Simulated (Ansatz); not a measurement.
Molecule: InCl2 (charge +1, singlet). 
Geometry from a B3LYP-D3(BJ)/def2-TZVP (Ansatz, a first-principles code) optimisation:
```
In
Cl 1 2.2242
Cl 1 2.2242 2 180.00
```
Charge +1, spin multiplicity 1.

Parts of the frozen-core correlation energy in def2-QZVPPD (Ansatz, hartree). Frozen orbitals: 19; correlated occupied orbitals by spin: 8 and 8; virtual: 219 and 219. Spin-orbit coupling is left out. Past Kr the def2 sets carry scalar-relativistic core potentials.

```csv
term,value
reference (HF),-1108.08477
MP2 opposite-spin,-0.34756
MP2 same-spin,-0.10831
CCSD correlation,-0.48562
(T),-0.02334
T1 diagnostic,0.009
largest doubles amplitude,0.051
```
